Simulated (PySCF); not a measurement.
2-pyridinemethanethiol, C₆H₇NS.
Atom-mapped SMILES: `[SH:1][CH2:2][c:3]1[cH:4][cH:5][cH:6][cH:7][n:8]1`

Cartesian coordinates in Å at the GFN2-xTB level; atoms count from 1:
```
atom  x, y, z in Å
S1     2.9884   -0.0097   -0.6666
C2     1.8057   -0.8353    0.4712
C3     0.4242   -0.3137    0.2479
C4    -0.3766   -0.7930   -0.7851
C5    -1.6395   -0.2520   -0.9486
C6    -2.0576    0.7475   -0.0829
C7    -1.1792    1.1640    0.9050
N8     0.0272    0.6516    1.0676
H9     2.7655    1.2195   -0.2104
H10    1.8853   -1.8957    0.2381
H11    2.1326   -0.6405    1.4911
H12   -0.0107   -1.5686   -1.4405
H13   -2.2873   -0.6059   -1.7374
H14   -3.0355    1.1934   -0.1748
H15   -1.4469    1.9462    1.6035
```

NICS = −σ at a ghost point: NICS(0) at the centroid of the ring atoms, NICS(1) 1 Å to either side along the normal of their mean plane, zz for the tensor component along that normal. Level: GIAO PBE0/pcSseg-1 (PySCF, non-relativistic, gas phase) on the GFN2-xTB geometry, one conformer.

Ring bond lengths (Å), with Mayer bond orders in brackets: C3–C4 1.392 (1.31), C4–C5 1.384 (1.46), C5–C6 1.387 (1.41), C6–C7 1.386 (1.40), C7–N8 1.321 (1.49), N8–C3 1.327 (1.47).

Q: What do the NICS probes read (ppm)?

A: 
| ring | type | NICS(0) | NICS(1), two faces | NICS(1)zz, two faces | rms pucker (Å) | centre to ring atoms, mean (Å) |
| --- | --- | --- | --- | --- | --- | --- |
| C3–C4–C5–C6–C7–N8 | 6-membered ring with N; formal bonds all aromatic | -7.3 | -10.9 / -11.1 | -27.0 / -28.0 | 0.00 | 1.37 |

Q: What do they say, and how far can they be read as aromaticity?

A: 
- C3–C4–C5–C6–C7–N8: mean NICS(1)zz -27.5 ppm, shielded. For a flat ring without four-coordinate atoms the NICS criterion counts such a value as aromatic.

Q: What does the geometric index give? HOMA takes Krygowski's 1993 parameters.

A: 
- C3–C4–C5–C6–C7–N8: HOMA 0.99; the largest term is that of C7–N8, α(R − Ropt)² = 0.02. The geometric and the magnetic index point the same way.

Q: What is the mean of the two in-plane components of NICS at the first NICS(1) probe listed for ring C3–C4–C5–C6–C7–N8, 1 Å off the ring?

A: The isotropic value is a third of the trace: (3 × -10.9 − (-27.0))/2 = -2.9 ppm.

Q: Give the inner angles of the rings and the Hirshfeld charges of the ring atoms.

A: 
- C3–C4–C5–C6–C7–N8: C3 122.5° (+0.059 e), C4 118.6° (-0.055 e), C5 118.9° (-0.030 e), C6 118.1° (-0.055 e), C7 123.4° (+0.016 e), N8 118.6° (-0.161 e); sum 720.0° against 720° for a flat convex ring.

Q: What are the shieldings of the ring atoms and their hydrogens in the same run (means over atoms taken as equivalent)?

A: 
| atoms | environment | σ isotropic (ppm) | principal values of the symmetric part, first atom (ppm) |
| --- | --- | --- | --- |
| C3 | substituted aromatic carbon | 18.8 | -80.2, -10.6, 147.1 |
| C4 | aromatic CH carbon | 58.1 | -48.5, 50.1, 172.7 |
| C5 | aromatic CH carbon | 43.9 | -70.8, 21.8, 180.8 |
| C6 | aromatic CH carbon | 60.8 | -50.7, 53.1, 179.9 |
| C7 | aromatic CH next to a ring nitrogen | 31.9 | -75.3, 25.0, 146.0 |
| N8 | pyridine-type nitrogen | -81.1 | -369.5, -156.3, 282.6 |
| H12 | aromatic hydrogen | 24.16 | 20.8, 22.3, 29.4 |
| H13 | aromatic hydrogen | 23.77 | 20.7, 23.7, 26.9 |
| H14 | aromatic hydrogen | 24.46 | 21.9, 24.3, 27.2 |
| H15 | aromatic hydrogen | 22.94 | 18.8, 23.6, 26.4 |
